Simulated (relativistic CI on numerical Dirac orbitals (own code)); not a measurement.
## Line list: Electric-dipole lines, Ne²⁺

Method of calculation: Dirac-Coulomb-Breit CI, orbitals from a KLI potential per configuration, model QED (radiative potential, 1s self-energy scaled to tabulated hydrogen-like ionisation energies), valence Slater integrals scaled by 0.85, P86 correlation energy added to each configuration (own radial code, finite nucleus).

Configuration list (outside the closed core 1s2): 2s²2p⁴, 2s2p⁵, 2p⁶, 2s²2p³3s, 2s²2p³3p, 2s²2p³3d, 2s²2p³4s, 2s²2p³4p, 2s²2p³4d, 2s²2p³4f, 2s²2p²3s², 2s2p⁴3s, 2s²2p²3s3p, 2p⁵3s, 2s²2p²3p², 2s2p⁴3p. Levels of other configurations are missing.

```tsv
λ vac (Å)	Lower	Upper	A (s⁻¹)	E lower (cm⁻¹)	E upper (cm⁻¹)
272.13	2s²2p⁴ ³P2 [1]	2s²2p³3s ³P°1 [23]	1.32e+09	0	367476
272.60	2s²2p⁴ ³P1 [2]	2s²2p³3s ³P°1 [23]	8.00e+08	635	367476
272.60	2s²2p⁴ ³P1 [2]	2s²2p³3s ³P°0 [22]	3.32e+09	635	367472
272.80	2s²2p⁴ ³P0 [3]	2s²2p³3s ³P°1 [23]	1.21e+09	908	367476
285.11	2s²2p⁴ ³P2 [1]	2s²2p³3s ³D°2 [16]	1.04e+09	0	350740
285.13	2s²2p⁴ ³P2 [1]	2s²2p³3s ³D°3 [15]	3.73e+09	0	350714
285.61	2s²2p⁴ ³P1 [2]	2s²2p³3s ³D°1 [17]	1.61e+09	635	350759
285.63	2s²2p⁴ ³P1 [2]	2s²2p³3s ³D°2 [16]	2.69e+09	635	350740
285.84	2s²2p⁴ ³P0 [3]	2s²2p³3s ³D°1 [17]	1.99e+09	908	350759
287.28	2s²2p⁴ ¹D2 [4]	2s²2p³3s ¹P°1 [25]	3.26e+09	24224	372319
308.10	2s²2p⁴ ¹S0 [5]	2s²2p³3s ¹P°1 [25]	4.96e+09	47752	372319
2584.9	2s²2p³3s ³D°3 [15]	2s²2p³3p ³F4 [32]	2.69e+08	350714	389399
2587.8	2s²2p³3s ³D°2 [16]	2s²2p³3p ³F3 [31]	2.46e+08	350740	389383
2726.6	2s²2p³3s ³D°3 [15]	2s²2p³3p ³D3 [29]	2.03e+08	350714	387389
```

Terms are leading LS components. Brackets give the number of a level in order of energy, since labels repeat. The list gives strong lines, with weight on those to low levels, without lines whose two gauges differ by over a factor of 2.5, among the lowest 190 of 362 levels, so that lines to higher ones, which can be the strongest, are missing, and without lines across small gaps between configurations, and without 216 lines that miss the measured interval by over 3.5 %, start from a term whose rates miss tabulated ones by over 60 %, have gauges far apart or, lacking measured levels, span too small a gap for the errors found; lines with a level outside our table were not tested and can miss by more. Levels whose partners in the same complex of configurations lie outside the list can be far off, and so can their lines. Rates are taken at the computed energies, electric ones in the length gauge.

For a near-neutral ion this model can misplace configurations by up to about 10,000 cm⁻¹ (more where the count of f electrons changes) and terms by 10 to 25 % of their spread. Rates follow the energies as ν³ (E1, M1) or ν⁵ (E2), so they and the lifetimes can be off by large factors. The fine structure of a lone outer electron comes out too small, for d and f at times inverted, and misplaced configurations move strength between like terms. 28 of the 29 excited levels that our extract of the measured tables holds in this range could be paired (the sources list more); they are missed by 5999 cm⁻¹ on average and 41525 at most, and levels without a partner can miss by more.

From the table, what is the radiative lifetime of 2s²2p³3s ³P°1?

The listed rates from this level add up to about 3.32e+09 s⁻¹, 100 % of its decay; with all channels τ = 3.01e-10 s.
